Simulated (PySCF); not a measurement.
SMILES [N]1[SiH2]N[SiH2]N[SiH2]1, doublet (PBE0/def2-SVP optimised geometry):

```
14

N     -1.801    -2.126     0.000
Si    -1.345    -1.521     1.562
N     -0.314    -0.126     1.414
Si     0.301     0.682     0.000
N     -0.312    -0.128    -1.414
Si    -1.351    -1.517    -1.562
H     -0.664    -2.639     2.288
H     -2.608    -1.196     2.299
H     -0.010     0.296     2.289
H     -0.107     2.126     0.000
H      1.801     0.682     0.000
H     -0.001     0.289    -2.289
H     -2.616    -1.185    -2.290
H     -0.677    -2.634    -2.297
```

Level of theory: PySCF with unrestricted PBE0/def2-TZVP.

**Question.** What are the frontier orbital energies (α orbitals alone; a β orbital can be the lowest empty one) and the dipole moment?

**Answer.** HOMO-2 -8.45 eV, HOMO-1 -7.67 eV, HOMO -7.33 eV, LUMO 0.20 eV, LUMO+1 0.40 eV; dipole moment 1.68 D.

On the same geometry unrestricted PBE/def2-TZVP (PySCF) gives HOMO-2 -6.85 eV, HOMO-1 -6.27 eV, HOMO -6.01 eV, LUMO -0.64 eV, LUMO+1 -0.45 eV; dipole moment 1.61 D.

Meta-Löwdin charges at PBE0/def2-TZVP: N1 -0.60, Si2 0.82, N3 -0.83, Si4 0.86, N5 -0.83, Si6 0.82, H7 -0.11, H8 -0.11, H9 0.25, H10 -0.14, H11 -0.14, H12 0.25, H13 -0.11, H14 -0.11.
